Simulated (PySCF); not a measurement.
**Worked example: entropy of an ideal gas**

CH5AlClNO, SMILES C[NH][Al]([OH])[Cl].

Geometry: PBE-D3(BJ)/def2-SVP. The structure was generated by enumeration; whether it is a known compound was not checked. One conformer was computed; it need not be the lowest.

PBE-D3(BJ)/def2-SVP in PySCF gives the harmonic wavenumbers 100, 101, 150, 176, 234, 272, 290, 483, 497, 598, 725, 886, 1048, 1098, 1137, 1338, 1401, 1417, 1445, 2916, 2970, 3048, 3512, 3829 cm⁻¹ and the rotational temperatures 0.2440, 0.0828, 0.0623 K. The molar mass is 109.49 g/mol, the symmetry number 1, the spin multiplicity 1.

**Question.** Work out the entropy at 298.15 K and 1 atm in the rigid-rotor, harmonic-oscillator model.

**Answer.** 
Translation (Sackur–Tetrode at 1 atm): S = R[1.5 ln M + 2.5 ln T − 1.16487] = 167.3 J/(mol K).
Rotation: q = (√π/σ) T^1.5/√(θA θB θC) = 257000, S = R[ln q + 3/2] = 116.1 J/(mol K).
Vibration: with u = 1.4388 ν/T, each mode gives R[u/(e^u − 1) − ln(1 − e^−u)]:
```json
[
 {"ν (cm⁻¹)": "100", "modes": "1", "u": "0.48", "S (J/(mol K))": "14.45"},
 {"ν (cm⁻¹)": "101", "modes": "1", "u": "0.49", "S (J/(mol K))": "14.37"},
 {"ν (cm⁻¹)": "150", "modes": "1", "u": "0.72", "S (J/(mol K))": "11.18"},
 {"ν (cm⁻¹)": "176", "modes": "1", "u": "0.85", "S (J/(mol K))": "9.92"},
 {"ν (cm⁻¹)": "234", "modes": "1", "u": "1.13", "S (J/(mol K))": "7.73"},
 {"ν (cm⁻¹)": "272", "modes": "1", "u": "1.31", "S (J/(mol K))": "6.63"},
 {"ν (cm⁻¹)": "290", "modes": "1", "u": "1.40", "S (J/(mol K))": "6.17"},
 {"ν (cm⁻¹)": "483", "modes": "1", "u": "2.33", "S (J/(mol K))": "2.94"},
 {"ν (cm⁻¹)": "497", "modes": "1", "u": "2.40", "S (J/(mol K))": "2.79"},
 {"ν (cm⁻¹)": "598", "modes": "1", "u": "2.89", "S (J/(mol K))": "1.90"},
 {"ν (cm⁻¹)": "725", "modes": "1", "u": "3.50", "S (J/(mol K))": "1.16"},
 {"ν (cm⁻¹)": "886", "modes": "1", "u": "4.28", "S (J/(mol K))": "0.62"},
 {"ν (cm⁻¹)": "1048", "modes": "1", "u": "5.06", "S (J/(mol K))": "0.32"},
 {"ν (cm⁻¹)": "1098", "modes": "1", "u": "5.30", "S (J/(mol K))": "0.26"},
 {"ν (cm⁻¹)": "1137", "modes": "1", "u": "5.49", "S (J/(mol K))": "0.22"},
 {"ν (cm⁻¹)": "1338", "modes": "1", "u": "6.46", "S (J/(mol K))": "0.10"},
 {"ν (cm⁻¹)": "1401", "modes": "1", "u": "6.76", "S (J/(mol K))": "0.07"},
 {"ν (cm⁻¹)": "1417", "modes": "1", "u": "6.84", "S (J/(mol K))": "0.07"},
 {"ν (cm⁻¹)": "1445", "modes": "1", "u": "6.97", "S (J/(mol K))": "0.06"}
]
```
The stiffer modes add less than 0.005 each. Sum 81.0 J/(mol K).
Spin: R ln 1 = 0.0 J/(mol K).
Total 364.3 J/(mol K); the program's own thermochemistry gives 364.4. Translation makes up 46 % and vibration 22 %. Anharmonicity, hindered rotation and orbital degeneracy are left out.
